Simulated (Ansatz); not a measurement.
Mulliken charges of F2H3OScSi, SMILES `[F][Sc]([F])[O][SiH3]` from ωB97M-V/def2-TZVPP in Ansatz (PBE0-D4/def2-TZVP geometry).

| atom | x (Å) | y (Å) | z (Å) | charge (e) |
| --- | --- | --- | --- | --- |
| F1 | 1.615 | -1.057 | 2.654 | -0.413 |
| Sc2 | 1.249 | -1.233 | 0.857 | 1.261 |
| F3 | 2.068 | -2.563 | -0.120 | -0.413 |
| O4 | 0.046 | -0.055 | 0.023 | -0.590 |
| Si5 | -0.999 | 0.982 | -0.687 | 0.285 |
| H6 | -2.232 | 1.109 | 0.135 | -0.043 |
| H7 | -1.376 | 0.493 | -2.040 | -0.042 |
| H8 | -0.369 | 2.323 | -0.821 | -0.044 |

Task: By hand: the dipole of these point charges (1 e Å = 4.8032 D).

Result: Σ q r = (-0.088, 0.082, -0.059) e Å, of length 0.134 e Å = 0.64 D.

Task: How does the dipole of the full density compare? (Best estimate.)

Result: Ansatz gave: (-0.112, 0.107, -0.076) e Å, 0.83 D; the point charges give 0.77 times that, at 1° from its direction.

Point charges leave out the atoms' own dipoles, such as those of lone pairs, and Mulliken's split depends on the basis, so the two needn't agree.
